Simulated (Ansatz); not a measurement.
`FC1=C[SiH]1[GaH2]` at its PBE0-D4/def2-TZVP geometry, where that method's forces vanish. The species carries charge 0 and has multiplicity 1.

```xyz
9

F     0.0916    1.5959    2.3480
C     0.3329    1.1461    1.1302
C     1.3955    0.8981    0.4009
Si   -0.1858    0.5355   -0.5009
Ga   -0.9829   -1.7238   -0.7427
H     2.4737    0.9476    0.4569
H    -0.6565    1.5417   -1.4987
H    -0.3254   -2.8432    0.1414
H    -2.1431   -2.0979   -1.7350
```

(1) What forces (eV/Å) does PBE-D4/def2-TZVPP give on these atoms in the Gaussian-basis code of Ansatz? (Estimate.)

Answers

(1) Computed: 
```
F1  -0.183  0.242  0.659
C2  -0.138 -0.008 -0.013
C3   0.432 -0.044 -0.161
Si4 -0.286 -0.283 -0.351
Ga5  0.025  0.066 -0.006
H6   0.232 -0.001 -0.022
H7  -0.044  0.128 -0.107
H8   0.038 -0.072  0.058
H9  -0.076 -0.029 -0.057
```
